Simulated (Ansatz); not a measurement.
Correlation energies of CH7NOSi2 (`N[C@H]1O[Si@@H]1[SiH3]`) by basis set

Cartesian coordinates in Å:
```
N 0.8685 0.8566 2.2364
C 0.8471 0.4603 0.8926
O 0.9335 -1.0049 0.5938
Si -0.5259 -0.3992 0.0607
Si -0.9135 -0.3281 -2.2391
H 1.7674 0.6902 2.6732
H 0.1430 0.4303 2.7950
H 1.5875 0.9924 0.2980
H -1.7085 -0.7707 0.8852
H -2.0915 0.5380 -2.5136
H 0.2831 0.2281 -2.9210
H -1.1909 -1.6929 -2.7612
```

Total charge 0; spin multiplicity 1. The geometry is a stationary point of PBE0-D4/def2-TZVP. It is one conformer, not always the lowest. Frozen core, restricted reference, Ansatz 0.2.0. CBS rows extrapolate triple and quadruple zeta; past MP2 they add the triple-zeta difference.

```csv
basis,HF (Eh),MP2 corr.,CCSD corr.,(T),CCSD(T) total
def2-SVP,-748.76372,-0.68836,-0.74396,-0.02281,-749.53049
def2-TZVPP,-749.18218,-0.86173,-0.90814,-0.03789,-750.12821
def2-QZVPP,-749.20856,-0.92490,–,–,–
CBS(def2),-749.21219,-0.97169,-1.01811,as TZ,-750.26819
```
